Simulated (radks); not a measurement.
The numbers below are computed, except where a source is named.
All-electron atom: S3+ in [Ne] 3s1.75 3p1 4p0.25 (fractional occupations, a model configuration).

Level of theory: Dirac Kohn-Sham, LDA (Slater exchange, Perdew-Wang correlation), spin-unpolarised, spherical densities, finite nucleus; open shells are shared between the two j in proportion to 2j + 1; Fermi nuclear charge, rms radius 3.2611 fm (a radial shooting solver on a logarithmic mesh with Libxc functionals).

Energy parts (eV):
| part | energy |
|---|---|
| total | -10747.992 |
| kinetic | 10789.168 |
| electron-nucleus | -25120.533 |
| Hartree | 4209.491 |
| exchange-correlation | -626.119 |

Orbitals (lengths in bohr, moments of r in powers of bohr; r(max) is where P^2 peaks; r(90%) holds 90 % of the orbital's charge):
| orbital | occ. | eigenvalue (eV) | r(max) | <r> | <r^4> | r(90%) |
|---|---|---|---|---|---|---|
| 1s1/2 | 2 | -2442.822 | 0.06347 | 0.09714 | 0.0004164 | 0.174 |
| 2s1/2 | 2 | -254.8729 | 0.3889 | 0.4795 | 0.1356 | 0.752 |
| 2p1/2 | 2 | -201.6193 | 0.3235 | 0.4397 | 0.1257 | 0.733 |
| 2p3/2 | 4 | -200.3487 | 0.3252 | 0.4420 | 0.1279 | 0.736 |
| 3s1/2 | 1.75 | -53.8879 | 1.328 | 1.508 | 10.53 | 2.23 |
| 3p1/2 | 0.333333 | -42.0146 | 1.421 | 1.639 | 15.68 | 2.47 |
| 3p3/2 | 0.666667 | -41.8741 | 1.425 | 1.644 | 15.86 | 2.48 |
| 4p1/2 | 0.0833333 | -16.8200 | 3.683 | 3.863 | 404.3 | 5.54 |
| 4p3/2 | 0.166667 | -16.7851 | 3.691 | 3.870 | 407.4 | 5.55 |

The highest occupied level is 4p3/2 at -16.785 eV. The electron density at the nucleus is 2927 e/bohr^3. The density falls to 0.001 e/bohr^3 at r = 3.35 bohr. Summed over all electrons, <r^2> = 13.93 bohr^2, which gives a Langevin (diamagnetic) susceptibility term of -11 x 10^-6 cm^3/mol.
